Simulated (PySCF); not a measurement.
Compound: 2-fluorobenzylamine, C7H8FN.
Numbering: `[NH2:1][CH2:2][c:3]1[cH:4][cH:5][cH:6][cH:7][c:8]1[F:9]` (hydrogens: H10, H11 on N1; H12, H13 on C2; H14 on C4; H15 on C5; H16 on C6; H17 on C7)

The same species was optimised twice, with GFN2-xTB and with PBE0-D3(BJ)/def2-SVP (PySCF), and the same property calculations (PySCF, gas phase) were run on both structures.

```json
{"coordinate": "C8–F9 (Å)", "GFN2-xTB": "1.354", "PBE0-D3(BJ)/def2-SVP": "1.338", "change": "-0.016"}
{"coordinate": "C4–C5 (Å)", "GFN2-xTB": "1.386", "PBE0-D3(BJ)/def2-SVP": "1.396", "change": "+0.010"}
{"coordinate": "C6–C7 (Å)", "GFN2-xTB": "1.385", "PBE0-D3(BJ)/def2-SVP": "1.395", "change": "+0.010"}
{"coordinate": "C5–C6 (Å)", "GFN2-xTB": "1.383", "PBE0-D3(BJ)/def2-SVP": "1.392", "change": "+0.009"}
{"coordinate": "C3–C4 (Å)", "GFN2-xTB": "1.387", "PBE0-D3(BJ)/def2-SVP": "1.395", "change": "+0.008"}
{"coordinate": "C7–C8 (Å)", "GFN2-xTB": "1.380", "PBE0-D3(BJ)/def2-SVP": "1.386", "change": "+0.006"}
{"coordinate": "N1–C2 (Å)", "GFN2-xTB": "1.445", "PBE0-D3(BJ)/def2-SVP": "1.440", "change": "-0.005"}
{"coordinate": "C3–C8 (Å)", "GFN2-xTB": "1.391", "PBE0-D3(BJ)/def2-SVP": "1.397", "change": "+0.006"}
{"coordinate": "C2–C3 (Å)", "GFN2-xTB": "1.515", "PBE0-D3(BJ)/def2-SVP": "1.516", "change": "+0.001"}
{"coordinate": "C3–C8–F9 (°)", "GFN2-xTB": "118.6", "PBE0-D3(BJ)/def2-SVP": "118.0", "change": "-0.6"}
{"coordinate": "C7–C8–F9 (°)", "GFN2-xTB": "118.6", "PBE0-D3(BJ)/def2-SVP": "119.1", "change": "+0.5"}
{"coordinate": "N1–C2–C3 (°)", "GFN2-xTB": "117.3", "PBE0-D3(BJ)/def2-SVP": "117.7", "change": "+0.4"}
{"coordinate": "C4–C5–C6 (°)", "GFN2-xTB": "120.4", "PBE0-D3(BJ)/def2-SVP": "119.9", "change": "-0.5"}
{"coordinate": "C3–C4–C5 (°)", "GFN2-xTB": "121.2", "PBE0-D3(BJ)/def2-SVP": "121.5", "change": "+0.3"}
{"coordinate": "C2–C3–C8 (°)", "GFN2-xTB": "119.4", "PBE0-D3(BJ)/def2-SVP": "119.7", "change": "+0.3"}
{"coordinate": "C2–C3–C4 (°)", "GFN2-xTB": "123.6", "PBE0-D3(BJ)/def2-SVP": "123.4", "change": "-0.2"}
{"coordinate": "C6–C7–C8 (°)", "GFN2-xTB": "118.8", "PBE0-D3(BJ)/def2-SVP": "118.9", "change": "+0.1"}
{"coordinate": "N1–C2–C3–C4 (°)", "GFN2-xTB": "-3", "PBE0-D3(BJ)/def2-SVP": "-1", "change": "+2"}
```

Rotational constants: A = 2480, B = 1477, C = 935.9 MHz (GFN2-xTB) against A = 2477, B = 1467, C = 931.2 MHz (PBE0-D3(BJ)/def2-SVP).

On the GFN2-xTB structure: HOMO (eV) -7.14 [PBE0/pcSseg-1]; LUMO (eV) -0.38 [PBE0/pcSseg-1]; dipole (D) 2.15 [PBE0/pcSseg-1]; GIAO shielding of N1 (ppm) 242.4 [PBE0/pcSseg-1]; GIAO shielding of C2 (ppm) 142.1 [PBE0/pcSseg-1]; GIAO shielding of C3 (ppm) 48.2 [PBE0/pcSseg-1]; GIAO shielding of C4 (ppm) 57.9 [PBE0/pcSseg-1]; GIAO shielding of C5 (ppm) 57.7 [PBE0/pcSseg-1]; GIAO shielding of C6 (ppm) 53.9 [PBE0/pcSseg-1]; GIAO shielding of C7 (ppm) 66.0 [PBE0/pcSseg-1]; GIAO shielding of C8 (ppm) 16.7 [PBE0/pcSseg-1].

Task: What do these properties become on the PBE0-D3(BJ)/def2-SVP structure?

Result: 
| property | level | on GFN2-xTB | on PBE0-D3(BJ)/def2-SVP | change |
| --- | --- | --- | --- | --- |
| HOMO (eV) | PBE0/pcSseg-1 | -7.14 | -7.09 | +0.05 |
| LUMO (eV) | PBE0/pcSseg-1 | -0.38 | -0.41 | -0.03 |
| dipole (D) | PBE0/pcSseg-1 | 2.15 | 2.03 | -0.12 |
| energy, GFN2-xTB geometry as zero (kcal/mol) | PBE0/pcSseg-1 | 0.0 | -0.2 | -0.2 |
| GIAO shielding of N1 (ppm) | PBE0/pcSseg-1 | 242.4 | 242.7 | +0.3 |
| GIAO shielding of C2 (ppm) | PBE0/pcSseg-1 | 142.1 | 141.8 | -0.3 |
| GIAO shielding of C3 (ppm) | PBE0/pcSseg-1 | 48.2 | 46.6 | -1.6 |
| GIAO shielding of C4 (ppm) | PBE0/pcSseg-1 | 57.9 | 55.5 | -2.4 |
| GIAO shielding of C5 (ppm) | PBE0/pcSseg-1 | 57.7 | 55.8 | -1.9 |
| GIAO shielding of C6 (ppm) | PBE0/pcSseg-1 | 53.9 | 51.5 | -2.4 |
| GIAO shielding of C7 (ppm) | PBE0/pcSseg-1 | 66.0 | 64.6 | -1.4 |
| GIAO shielding of C8 (ppm) | PBE0/pcSseg-1 | 16.7 | 17.1 | +0.4 |

The heavy atoms differ by 0.012 Å rms after alignment. Among bonds between heavy atoms C8–F9 changes most (-0.016 Å). Changes are differences of the printed values. Neither structure is proved a minimum here.

Shape of the structure used: `[NH2:1][CH2:2][c:3]1[cH:4][cH:5][cH:6][cH:7][c:8]1[F:9]`: N1–C2–C3–C4 -1°, H–N1–C2–C3 -59°, H–N1–C2–C3 60°.
